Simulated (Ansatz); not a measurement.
Consider the redistribution: `[SH][Zr]([Cl])([Cl])[Cl]` + `C[NH][SnH]([F])[Cl]` → `C[NH][Zr]([Cl])([Cl])[Cl]` + `[F][SnH]([SH])[Cl]`.

Calculated with Ansatz (gas phase, PBE0-D4/def2-TZVP geometries, no zero-point term in ΔE). CCSD(T)/CBS adds triple-zeta CCSD(T) − MP2 to the extrapolated MP2 energy (def2 sets, frozen cores). DFT in def2-TZVPP. B3LYP here is the variant with VWN-RPA as its local correlation; programs differ in this. HSE06 is defined as in plane-wave codes. def2 core potentials past Kr. For Sn, Zr outer-core shells are correlated without core-valence functions, which leaves a few kJ/mol of doubt a bond. One conformer a species, not always the lowest.

`[SH][Zr]([Cl])([Cl])[Cl]`:

Cartesian coordinates in Å:
```
S 0.137 -1.649 -1.082
Zr 0.155 0.242 0.414
Cl 1.633 -0.304 2.111
Cl 0.825 2.127 -0.768
Cl -2.001 0.597 1.203
H -0.749 -1.013 -1.878
```

`C[NH][SnH]([F])[Cl]`:

Z-matrix (Å, degrees):
```
C
N 1 1.457
H 1 1.092 2 109.5
H 1 1.097 2 114.3 3 121.3
H 1 1.094 2 109.5 3 -117.2
Sn 2 1.991 1 119.0 3 -48.4
H 2 1.011 1 112.0 3 176.1
Cl 6 2.323 2 112.8 1 -52.6
F 6 1.910 2 103.1 1 57.2
H 6 1.692 2 116.5 1 177.2
```

`C[NH][Zr]([Cl])([Cl])[Cl]`:

Cartesian coordinates in Å:
```
C 0.768 1.323 -0.098
N -0.321 0.523 0.430
Zr -0.634 -1.381 -0.023
Cl -0.884 -1.488 -2.355
Cl -2.534 -2.062 1.157
Cl 1.314 -2.547 0.573
H 0.398 2.180 -0.670
H 1.383 0.724 -0.776
H 1.425 1.686 0.698
H -0.916 1.041 1.064
```

`[F][SnH]([SH])[Cl]`:

Cartesian coordinates in Å:
```
F 1.128 -0.331 1.648
Sn -0.106 0.400 0.384
S 0.778 0.082 -1.788
Cl -1.976 -0.920 0.669
H -0.384 2.012 0.819
H 0.560 -1.244 -1.732
```

Q: Is it downhill or uphill in electronic energy at CCSD(T)/CBS, and by how much? (Estimate.)

A: Computed: Downhill: ΔE = -44.9 kJ/mol.

Q: What do these levels give: BLYP-D4, B97M-V, r2SCANh-D4, BHLYP-D4, ωB97X-V, PBE-QIDH, BLYP, B3LYP, HSE06, CCSD/def2-SVP, MP2/def2-TZVPP, SCS-MP2/def2-QZVPP? (Estimate.)

A: The calculation gave: BLYP-D4 -49.2, B97M-V -46.9, r2SCANh-D4 -48.6, BHLYP-D4 -51.5, ωB97X-V -50.6, PBE-QIDH -47.3, BLYP -49.0, B3LYP -50.2, HSE06 -49.5, CCSD/def2-SVP -59.7, MP2/def2-TZVPP -44.5, SCS-MP2/def2-QZVPP -45.7 kJ/mol.

Largest T1 diagnostic among the species: 0.016.

At CCSD(T), def2-SVP lies −11.9 kJ/mol from the extrapolated value and def2-TZVPP −0.4 kJ/mol. In def2-TZVPP, CCSD(T) changes the Hartree–Fock value by +7.2 kJ/mol (the triples alone add +2.8 kJ/mol) and MP2 by +8.0 kJ/mol.
